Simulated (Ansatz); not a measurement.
Correlation energies of `[BH2][Zn][F]` by basis set

```
atom    x (Å)    y (Å)    z (Å)
  B1   0.5682  -0.6394   0.3265
 Zn2  -0.6937   0.7807  -0.3987
  F3  -1.7862   2.0100  -1.0264
  H4   1.1911  -0.4668   1.3321
  H5   0.7205  -1.6845  -0.2335
```

Charge 0, multiplicity 1. For Zn the d shell is correlated and the shells below it are frozen. Scalar relativity is left out up to krypton. The structure was optimised at the PBE0-D4/def2-TZVP level. Frozen core, restricted reference, Ansatz.

| basis | HF (Eh) | MP2 corr. | CCSD corr. | (T) | CCSD(T) total |
| --- | --- | --- | --- | --- | --- |
| def2-SVP | -1902.72983 | -0.57244 | -0.57164 | -0.01264 | -1903.31411 |
| def2-TZVPP | -1903.13267 | -0.86087 | -0.82946 | -0.02487 | -1903.98700 |
| def2-QZVPP | -1903.18150 | -0.92856 | – | – | – |
